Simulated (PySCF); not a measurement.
Al(F)(Me)(NH2) (CH5AlFN), SMILES [CH3][Al]([NH2])[F].

Coordinates come from a B3LYP-D3(BJ)/def2-SVP optimisation. One conformer was computed; it need not be the lowest.

Calculation: PySCF with HF/def2-TZVP.

Isolated molecule, no solvent.

```yaml
total_energy: -436.80890 hartree
point_group: Cs
highest_occupied_level: -11.01 eV
lowest_empty_level: 2.48 eV
orbital_gap: 13.49 eV
dipole_moment: 2.29 D
quadrupole, principal values (traceless, Buckingham form, about the centre of nuclear charge): -5.78, 2.67, 3.11 D·Å
mean_static_polarisability: 38.6 bohr³ (5.72 Å³)
polarisability_principal_values: 34.4, 37.4, 44.1 bohr³
```
